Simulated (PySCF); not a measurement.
A GIAO shielding run with PySCF 2.14 (density fitting, non-relativistic, gas phase) on SMILES OCC1OCOCO1, C$_{4}$H$_{8}$O$_{4}$:

```
$ OMP_NUM_THREADS=1 python probes_run.py task.json out

{"job": {"kind": "nmr", "xc": "PBE0", "basis": "pcSseg-1"}, "charge": 0, "multiplicity": 1}
O      2.790883     0.099394    -0.599532
C      1.683408    -0.697588    -0.899422
C      0.475352    -0.315264    -0.041258
O     -0.597382    -1.162179    -0.350124
C     -1.753600    -0.756108     0.326519
O     -2.084385     0.573808     0.048630
C     -1.006490     1.409239     0.354340
O      0.157268     1.031269    -0.320968
H      2.530182     1.022040    -0.712528
H      1.388751    -0.607198    -1.952231
H      1.957613    -1.731872    -0.688732
H      0.717153    -0.401884     1.040732
H     -2.574056    -1.379844    -0.029607
H     -1.606848    -0.883726     1.419875
H     -0.819808     1.394026     1.449036
H     -1.265642     2.414830     0.021005
```

Hardware: 1 thread of an Intel Xeon, shared host. The job also computes population analyses, field gradients, ring-centre shieldings.

**Question.** How large is the calculation?

**Answer.** 64 electrons, 176 basis functions and 912 auxiliary functions.

**Question.** How long does it take, and how much memory does it need?

**Answer.** 74 s of wall time, with 13 SCF cycles and 4 response iterations; peak memory 0.8 GiB. Times on a shared host scatter by some tens of per cent.
